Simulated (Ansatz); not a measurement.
Reaction (formal exchange of groups at a C–Al bond): `C=[C]1[O][Al]1[CH3]` + `CBCN` → `CB(C)CN` + `C=[C]1[O][AlH]1`

Computed with Ansatz on PBE0-D4/def2-TZVP structures; ΔE is electronic, products minus reactants. CBS: MP2 limit from def2 TZ/QZ plus the TZ coupled-cluster correction, frozen cores. Functionals use def2-TZVPP. B3LYP here is the variant with VWN-RPA as its local correlation; programs differ in this. HSE06 is defined as in plane-wave codes. One conformer a species, not always the lowest.

```json
{"level": "LDA (SPW92)", "ΔE (kcal/mol)": "-1.0", "difference from CCSD(T)/CBS": "-1.2"}
{"level": "PBE-D4", "ΔE (kcal/mol)": "0.3", "difference from CCSD(T)/CBS": "0.1"}
{"level": "revPBE-D4", "ΔE (kcal/mol)": "-0.6", "difference from CCSD(T)/CBS": "-0.8"}
{"level": "BLYP-D4", "ΔE (kcal/mol)": "0.4", "difference from CCSD(T)/CBS": "0.2"}
{"level": "r2SCAN-D4", "ΔE (kcal/mol)": "0.4", "difference from CCSD(T)/CBS": "0.2"}
{"level": "PBE0-D4", "ΔE (kcal/mol)": "0.3", "difference from CCSD(T)/CBS": "0.1"}
{"level": "B3LYP-D4", "ΔE (kcal/mol)": "0.5", "difference from CCSD(T)/CBS": "0.3"}
{"level": "r2SCANh-D4", "ΔE (kcal/mol)": "0.5", "difference from CCSD(T)/CBS": "0.3"}
{"level": "r2SCAN0-D4", "ΔE (kcal/mol)": "0.4", "difference from CCSD(T)/CBS": "0.2"}
{"level": "HSE06-D4", "ΔE (kcal/mol)": "0.4", "difference from CCSD(T)/CBS": "0.2"}
{"level": "BHLYP-D4", "ΔE (kcal/mol)": "0.5", "difference from CCSD(T)/CBS": "0.3"}
{"level": "CAM-B3LYP-D4", "ΔE (kcal/mol)": "0.3", "difference from CCSD(T)/CBS": "0.1"}
{"level": "ωB97X-V", "ΔE (kcal/mol)": "0.1", "difference from CCSD(T)/CBS": "-0.1"}
{"level": "ωB97M-V", "ΔE (kcal/mol)": "0.4", "difference from CCSD(T)/CBS": "0.2"}
{"level": "B2PLYP", "ΔE (kcal/mol)": "1.2", "difference from CCSD(T)/CBS": "1.0"}
{"level": "PBE-QIDH", "ΔE (kcal/mol)": "0.5", "difference from CCSD(T)/CBS": "0.3"}
{"level": "PBE", "ΔE (kcal/mol)": "1.2", "difference from CCSD(T)/CBS": "1.0"}
{"level": "revPBE", "ΔE (kcal/mol)": "2.0", "difference from CCSD(T)/CBS": "1.8"}
{"level": "r2SCAN", "ΔE (kcal/mol)": "0.7", "difference from CCSD(T)/CBS": "0.5"}
{"level": "PBE0", "ΔE (kcal/mol)": "1.0", "difference from CCSD(T)/CBS": "0.8"}
{"level": "B3LYP", "ΔE (kcal/mol)": "1.8", "difference from CCSD(T)/CBS": "1.6"}
{"level": "r2SCANh", "ΔE (kcal/mol)": "0.7", "difference from CCSD(T)/CBS": "0.5"}
{"level": "r2SCAN0", "ΔE (kcal/mol)": "0.7", "difference from CCSD(T)/CBS": "0.5"}
{"level": "BHLYP", "ΔE (kcal/mol)": "1.3", "difference from CCSD(T)/CBS": "1.1"}
{"level": "CAM-B3LYP", "ΔE (kcal/mol)": "1.1", "difference from CCSD(T)/CBS": "0.9"}
{"level": "LC-ωPBE", "ΔE (kcal/mol)": "0.9", "difference from CCSD(T)/CBS": "0.7"}
{"level": "RPA@PBE/def2-TZVPP", "ΔE (kcal/mol)": "-0.2", "difference from CCSD(T)/CBS": "-0.4"}
{"level": "HF/def2-SVP", "ΔE (kcal/mol)": "0.1", "difference from CCSD(T)/CBS": "-0.1"}
{"level": "CCSD/def2-SVP", "ΔE (kcal/mol)": "-1.3", "difference from CCSD(T)/CBS": "-1.5"}
{"level": "CCSD(T)/def2-SVP", "ΔE (kcal/mol)": "-1.5", "difference from CCSD(T)/CBS": "-1.7"}
{"level": "HF/def2-TZVPP", "ΔE (kcal/mol)": "1.4", "difference from CCSD(T)/CBS": "1.2"}
{"level": "MP2/def2-TZVPP", "ΔE (kcal/mol)": "0.3", "difference from CCSD(T)/CBS": "0.1"}
{"level": "SCS-MP2/def2-TZVPP", "ΔE (kcal/mol)": "0.4", "difference from CCSD(T)/CBS": "0.2"}
{"level": "CCSD(T)/def2-TZVPP", "ΔE (kcal/mol)": "0.1", "difference from CCSD(T)/CBS": "-0.1"}
{"level": "HF/def2-QZVPP", "ΔE (kcal/mol)": "1.4", "difference from CCSD(T)/CBS": "1.2"}
{"level": "MP2/def2-QZVPP", "ΔE (kcal/mol)": "0.3", "difference from CCSD(T)/CBS": "0.1"}
{"level": "SCS-MP2/def2-QZVPP", "ΔE (kcal/mol)": "0.5", "difference from CCSD(T)/CBS": "0.3"}
{"level": "HF/CBS(def2)", "ΔE (kcal/mol)": "1.4", "difference from CCSD(T)/CBS": "1.2"}
{"level": "MP2/CBS(def2)", "ΔE (kcal/mol)": "0.3", "difference from CCSD(T)/CBS": "0.1"}
{"level": "CCSD/CBS(def2)", "ΔE (kcal/mol)": "0.3", "difference from CCSD(T)/CBS": "0.1"}
{"level": "CCSD(T)/CBS", "ΔE (kcal/mol)": "0.2", "difference from CCSD(T)/CBS": "0"}
```

Largest T1 diagnostic among the species: 0.018.

From BLYP to BHLYP (50 % exact exchange), in def2-TZVPP and without D4, ΔE moves by −0.9 kcal/mol. At CCSD(T), def2-SVP lies −1.7 kcal/mol from the extrapolated value and def2-TZVPP −0.1 kcal/mol.
